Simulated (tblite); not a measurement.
C5F3O (doublet state).
Atom-mapped SMILES: `[O:1]=[c:2]1[c:3][c:4]1[C:5]([F:6])=[C:7]([F:8])[F:9]`

The geometry is computed with GFN2-xTB (gas phase). This method treats the open shell by occupation alone, without spin polarisation.

(1) List the bond lengths, angles and torsions at this level.

## Answers

(1) 
| bond | length (Å) |
| --- | --- |
| O1=C2 | 1.175 |
| C2–C3 | 1.414 |
| C3=C4 | 1.345 |
| C4–C5 | 1.416 |
| C5–F6 | 1.346 |
| C5=C7 | 1.345 |
| C7–F8 | 1.319 |
| C7–F9 | 1.314 |
| C2–C4 | 1.495 |

A selection of angles:
| angle | degrees |
| --- | --- |
| O1–C2–C3 | 160.4 |
| O1–C2–C4 | 144.6 |
| C3–C2–C4 | 55.0 |
| C2–C3–C4 | 65.6 |
| C3–C4–C5 | 157.3 |
| C2–C4–C3 | 59.4 |
| C2–C4–C5 | 143.1 |
| C4–C5–F6 | 117.2 |
| C4–C5–C7 | 124.2 |
| F6–C5–C7 | 118.6 |
| C5–C7–F8 | 122.9 |
| C5–C7–F9 | 125.4 |
| F8–C7–F9 | 111.7 |

Torsions: O1–C2–C3–C4 -178° (antiperiplanar); C2–C3–C4–C5 -175° (antiperiplanar); C3–C4–C5–F6 39° (synclinal); C4–C5–C7–F8 1° (synperiplanar); O1–C2–C4–C3 179° (antiperiplanar). The mirror-image conformer, all signs reversed, is as good.

C2 (carbon bonded to 2 C and O) has angles 160.4°, 144.6° and 55.0°. The 5 C–C bonds span 1.345 Å (C3=C4, drawn double) to 1.495 Å (C2–C4, drawn single), a spread of 0.150 Å. C4 (carbon bonded to 3 C) has angles 157.3°, 143.1° and 59.4°. The C–F distances run from 1.314 Å (C7–F9, drawn single) to 1.346 Å (C5–F6, drawn single), a spread of 0.032 Å. C3 (carbon bonded to 2 C) is bent (angle 65.6°). C7 (carbon bonded to C and 2 F) is planar (angles 125.4°, 122.9° and 111.7°, sum 360.0°, 0.01 Å off the plane of its three neighbours). C5 (carbon bonded to 2 C and F) is planar (angles 124.2°, 118.6° and 117.2°, sum 360.0°, 0.01 Å off the plane of its three neighbours).

Point group: C1 (no symmetry element, even within 0.4 Å). Its lowest GFN2-xTB frequency is 7 cm⁻¹, too small to tell a flat minimum from a shallow saddle. 3 starts were optimised and ended at 0.00, 0.02 and 0.09 kcal/mol (GFN2-xTB); the lowest of these is shown.

Hardware: one thread, Arm Neoverse V2 (aarch64), on a shared host. Cost: 0.14 s wall. That covers the optimisation of the geometry.
